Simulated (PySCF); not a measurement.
**How methods differ on the excitation energy of W**

W [Xe] 4f14 5d4 6s2 (5D) → W [Xe] 4f14 5d4 6s1 6p1 (high-spin determinant), as a difference of total energies. Computed with PySCF 2.14 in aug-cc-pwCVTZ-PP with ECP60MDF, with a scalar-relativistic core potential. Correlated levels: valence: 5s2 5p6 frozen; valence and next inner shell: nothing frozen outside the core potential. The calculations carry no spin-orbit coupling.

| method | excitation energy (eV) |
| --- | --- |
| UHF | 1.078 |
| LDA | 2.801 |
| PBE | 2.496 |
| PBE0 | 2.287 |
| r2SCAN | 2.059 |
| wB97M-V | 2.555 |
| CAM-B3LYP | 2.760 |
| PBEsol | 2.466 |
| MP2 (valence) | 2.243 |
| SCS-MP2 (valence) | 2.650 |
| MP2 (valence and next inner shell) | 2.502 |
| SCS-MP2 (valence and next inner shell) | 2.783 |

Task: How much does correlation contribute at MP2 (valence and next inner shell)?

Result: 2.502 − (1.078) = 1.424 eV, measured against UHF.

The determinant of the upper state mixes LS terms, which raises its energy above the lowest term, most at the Hartree-Fock and MP2 levels.
